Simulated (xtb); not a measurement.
AlFI₂, SMILES [F][Al]([I])[I]. All values are semi-empirical tight-binding results from xtb (GFN2-xTB unless named), good for trends rather than for accurate numbers. Geometry: GFN2-xTB.

For metal compounds this method's bond lengths and energies can be far off.

Computed properties:
```json
{
  "point_group_as_xtb_finds_it": "C2v",
  "orbital_gap": "4.08 eV",
  "zero_point_energy": "2.9 kcal/mol",
  "G − E(el) at 298.15 K (modified RRHO)": "-18.0 kcal/mol"
}
```
